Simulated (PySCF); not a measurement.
2-pyrimidin-2-yl-1,3-thiazole (C7H5N3S), SMILES c1cnc(-c2nccs2)nc1.

Coordinates come from a B3LYP-D3(BJ)/def2-SVP optimisation. The values are those of a single conformer.

Two levels are set side by side: TDA-PBE/def2-SVP (PySCF) and TDA-PBE0/def2-SVP (PySCF). Vertical, same geometry. The lowest singlet is HOMO→LUMO 99 % with PBE and HOMO−1→LUMO 98 % with the other functional; states are paired by order. Differences are taken from unrounded values.

```tsv
quantity	TDA-PBE0
lowest singlet excitation (eV)	3.94
lowest triplet excitation (TDA) (eV)	3.04
first bright state (f over 0.05) (eV)	4.60
its oscillator strength	0.50
```

**Question.** What does TDA-PBE give, and how far is it from TDA-PBE0? (An estimate is asked for; the answer gives what the named calculation found.)

**Answer.** 
| quantity | TDA-PBE | TDA-PBE minus TDA-PBE0 |
|---|---|---|
| lowest singlet excitation (eV) | 3.09 | -0.85 |
| lowest triplet excitation (TDA) (eV) | 2.89 | -0.16 |
| first bright state (f over 0.05) (eV) | 4.23 | -0.37 |
| its oscillator strength | 0.42 | -0.07 |

A lower first singlet is the usual sign of a functional without exact exchange. Differences between two approximate levels are no errors against the true value.

Rough cost on one machine, each run with all the roots and properties that it gave: TDA-PBE0 against TDA-PBE about 2 times.
